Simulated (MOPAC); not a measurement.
Input for MOPAC: PM3 on H5NSi (SMILES N[SiH3]), a point of a bond scan (R = 5.516 Å).

```
PM3 1SCF PRECISE CHARGE=0 THREADS=1
H5NSi

N      4.90958402 1    -0.35709472 1    -0.41946662 1
Si    -0.57330372 1     0.04712310 1     0.03033856 1
H      5.50615652 1     0.32354225 1     0.02412675 1
H      5.35133235 1    -1.26289587 1    -0.43744423 1
H     -1.14118321 1    -0.28608098 1     1.36605757 1
H     -0.95227392 1     1.44629769 1    -0.27348173 1
H     -1.17949996 1    -0.88202113 1    -0.95090140 1
```

Program output:

```
*******************************************************************************
 **                                                                           **
 **                              MOPAC v23.2.5                                **
 **                                                                           **
 *******************************************************************************
 ** MOPAC's Digital Object Identifier: https://doi.org/10.5281/zenodo.6511958 **
 **                                                                           **
 ** Please cite the open-source release paper for use of this MOPAC version:  **
 ** J. E. Moussa and J. J. P. Stewart (2026)                                  **
 ** MOPAC: An open-source semiempirical molecular orbital program             **
 ** J. Open Source Softw., 11(119), 8025, https://doi.org/10.21105/joss.08025 **
 *******************************************************************************

                              PM3 CALCULATION RESULTS

 *******************************************************************************
 *  PM3        - The PM3 Hamiltonian to be used
 *
 *
 *
 *                 CHARGE ON SYSTEM = 0
 *
 *
 *
 *  PRECISE    - TIGHTER CRITERIA TO BE USED
 *  1SCF       - DO 1 SCF AND THEN STOP
 *  THREADS=1  - MULTI-THREADING NOT USED
 *  T=         - A TIME OF 172800.0 SECONDS REQUESTED
 *  DUMP=N     - RESTART FILE WRITTEN EVERY 7200.0 SECONDS REQUESTED
 *******************************************************************************
PM3 1SCF PRECISE CHARGE=0 THREADS=1
 H5NSi

   ATOM   CHEMICAL          X               Y               Z
  NUMBER   SYMBOL      (ANGSTROMS)     (ANGSTROMS)     (ANGSTROMS)

     1       N          4.90958402  *  -0.35709472  *  -0.41946662  *
     2      Si         -0.57330372  *   0.04712310  *   0.03033856  *
     3       H          5.50615652  *   0.32354225  *   0.02412675  *
     4       H          5.35133235  *  -1.26289587  *  -0.43744423  *
     5       H         -1.14118321  *  -0.28608098  *   1.36605757  *
     6       H         -0.95227392  *   1.44629769  *  -0.27348173  *
     7       H         -1.17949996  *  -0.88202113  *  -0.95090140  *



          CARTESIAN COORDINATES

    NO.       ATOM           X           Y           Z

     1         N          4.9096     -0.3571     -0.4195
     2        Si         -0.5733      0.0471      0.0303
     3         H          5.5062      0.3235      0.0241
     4         H          5.3513     -1.2629     -0.4374
     5         H         -1.1412     -0.2861      1.3661
     6         H         -0.9523      1.4463     -0.2735
     7         H         -1.1795     -0.8820     -0.9509

  H: (PM3): J. J. P. STEWART, J. COMP. CHEM. 10, 209 (1989).
  N: (PM3): J. J. P. STEWART, J. COMP. CHEM. 10, 209 (1989).
 Si: (PM3): J. J. P. STEWART, J. COMP. CHEM. 10, 209 (1989).

           Empirical Formula: H5 N Si  =     7 atoms



      MOLECULAR POINT GROUP   :   Cs


      RHF CALCULATION, NO. OF DOUBLY OCCUPIED LEVELS = 7



 ALL CONVERGERS ARE NOW FORCED ON
 SHIFT=10, PULAY ON, CAMP-KING ON
 AND ITERATION COUNTER RESET



 -------------------------------------------------------------------------------
 PM3 1SCF PRECISE CHARGE=0 THREADS=1
 H5NSi



     1SCF WAS SPECIFIED, SO BFGS WAS NOT USED
     SCF FIELD WAS ACHIEVED


                              PM3 CALCULATION
                                                       MOPAC v23.2.5 Linux




          FINAL HEAT OF FORMATION =        154.96579 KCAL/MOL =     648.37688 KJ/MOL


          COSMO AREA              =        124.94 SQUARE ANGSTROMS
          COSMO VOLUME            =         96.62 CUBIC ANGSTROMS

          IONIZATION POTENTIAL    =          6.469440 EV
          HOMO LUMO ENERGIES (EV) =         -6.469 -3.742
          NO. OF FILLED LEVELS    =          7
          MOLECULAR WEIGHT        =         47.1317         POINT GROUP:  Cs

          MOLECULAR DIMENSIONS (Angstroms)

            Atom       Atom       Distance
            H     7    H     3     6.86309
            H     4    H     6     3.90847
            N     1    H     5     2.24359


          SCF CALCULATIONS        =          1





   ATOM   CHEMICAL          X               Y               Z
  NUMBER   SYMBOL      (ANGSTROMS)     (ANGSTROMS)     (ANGSTROMS)

     1       N          4.90958402  *  -0.35709472  *  -0.41946662  *
     2      Si         -0.57330372  *   0.04712310  *   0.03033856  *
     3       H          5.50615652  *   0.32354225  *   0.02412675  *
     4       H          5.35133235  *  -1.26289587  *  -0.43744423  *
     5       H         -1.14118321  *  -0.28608098  *   1.36605757  *
     6       H         -0.95227392  *   1.44629769  *  -0.27348173  *
     7       H         -1.17949996  *  -0.88202113  *  -0.95090140  *

                             CARTESIAN COORDINATES

   1    N        4.909584020    -0.357094720    -0.419466620
   2   Si       -0.573303720     0.047123100     0.030338560
   3    H        5.506156520     0.323542250     0.024126750
   4    H        5.351332350    -1.262895870    -0.437444230
   5    H       -1.141183210    -0.286080980     1.366057570
   6    H       -0.952273920     1.446297690    -0.273481730
   7    H       -1.179499960    -0.882021130    -0.950901400


           Empirical Formula: H5 N Si  =     7 atoms



      MOLECULAR POINT GROUP   :   Cs


                  EIGENVALUES
 -25.57685 -15.91566 -15.11100 -11.84517 -11.68292 -10.33049  -6.46944  -3.74203
   1.02867   2.12568   2.23115   3.94349   5.41446


              NET ATOMIC CHARGES AND DIPOLE CONTRIBUTIONS

  ATOM NO.   TYPE          CHARGE      No. of ELECS.   s-Pop       p-Pop
    1          N          -0.135851        5.1359     1.63178     3.50407
    2         Si           0.461351        3.5386     1.11822     2.42043
    3          H           0.033375        0.9666     0.96663
    4          H           0.033374        0.9666     0.96663
    5          H          -0.133185        1.1332     1.13319
    6          H          -0.129532        1.1295     1.12953
    7          H          -0.129532        1.1295     1.12953
 DIPOLE           X         Y         Z       TOTAL
 POINT-CHG.    -0.677     0.019     0.163     0.697
 HYBRID         0.492    -0.222     0.599     0.806
 SUM           -0.185    -0.204     0.762     0.810


          ATOMIC ORBITAL ELECTRON POPULATIONS

     Atom    s        px        py        pz
    1  N   1.63178   1.34837   1.03116   1.12454
    2 Si   1.11822   0.71614   0.85029   0.85401
    3  H   0.96663
    4  H   0.96663
    5  H   1.13319
    6  H   1.12953
    7  H   1.12953

 **********************
 *                    *
 * JOB ENDED NORMALLY *
 *                    *
 **********************




 == MOPAC DONE ==
```

The run finished.

Cost: around 0.07 core-seconds (rough).
